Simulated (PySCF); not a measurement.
Species: C7H11N.
Cartesian coordinates in Å at the GFN2-xTB level; atoms count from 1:
```xyz
19
C7H11N angstrom
N      2.315    0.540   -1.952
C      1.860    0.406   -0.911
C      1.285    0.238    0.403
C      0.204    1.302    0.644
C     -0.974    1.099   -0.303
C     -1.558   -0.301   -0.139
C     -0.489   -1.357   -0.406
C      0.693   -1.173    0.540
H      2.096    0.367    1.130
H     -0.137    1.221    1.679
H      0.631    2.298    0.505
H     -1.741    1.849   -0.099
H     -0.636    1.234   -1.333
H     -1.939   -0.419    0.879
H     -2.394   -0.437   -0.827
H     -0.141   -1.270   -1.438
H     -0.911   -2.356   -0.277
H      1.463   -1.919    0.326
H      0.364   -1.312    1.573
```

Probes without a nucleus sit at each ring's centroid and 1 Å off its mean plane on both sides; NICS is minus the shielding there, NICSzz its component along the normal. Level: GIAO PBE0/pcSseg-1 (PySCF, non-relativistic, gas phase) on the GFN2-xTB geometry, one conformer.

Ring bond lengths (Å), with Mayer bond orders in brackets: C3–C4 1.536 (1.01), C4–C5 1.526 (1.03), C5–C6 1.526 (1.03), C6–C7 1.526 (1.03), C7–C8 1.526 (1.03), C8–C3 1.536 (1.01).

Question: Give the NICS values of each ring in ppm.

Answer: 
| ring | type | NICS(0) | NICS(1), two faces | NICS(1)zz, two faces | rms pucker (Å) | centre to ring atoms, mean (Å) |
| --- | --- | --- | --- | --- | --- | --- |
| C3–C4–C5–C6–C7–C8 | 6-membered carbocycle; formal bonds all single | -2.4 | -2.3 / -2.4 | 2.2 / 2.5 | 0.24 | 1.47 |

Question: What can be read from them?

Answer: 
- C3–C4–C5–C6–C7–C8: mean NICS(1)zz 2.3 ppm, near zero. C3, C4, C5, C6, C7, C8 have four or more neighbours, so the value isn't read as a sign of a π ring current.

Question: At the second NICS(1) probe listed for ring C3–C4–C5–C6–C7–C8, 1 Å off the ring, what do the in-plane components average?

Answer: The isotropic value is a third of the trace: (3 × -2.4 − (2.5))/2 = -4.8 ppm.

Question: List the ring angles and the Hirshfeld charges of the ring atoms.

Answer: 
- C3–C4–C5–C6–C7–C8: C3 110.6° (-0.002 e), C4 110.7° (-0.060 e), C5 110.5° (-0.069 e), C6 110.4° (-0.068 e), C7 110.5° (-0.069 e), C8 110.7° (-0.061 e); sum 663.5° against 720° for a flat convex ring.

Question: How shielded are the nuclei of the rings and their hydrogens (means over atoms taken as equivalent)?

Answer: 
```csv
atoms,environment,σ isotropic (ppm)
C3,sp3 carbon next to a nitrile,159.5
C4 (×2),ring CH2 carbon,153.8
C5 (×2),ring CH2 carbon,160.7
C6,ring CH2 carbon,156.8
H9,methine hydrogen,28.96
H10 (×2),methylene hydrogen,30.30
H11 (×2),methylene hydrogen,29.75
H12 (×2),methylene hydrogen,30.06
H13 (×2),methylene hydrogen,29.80
H14,methylene hydrogen,30.60
H15,methylene hydrogen,29.86
```
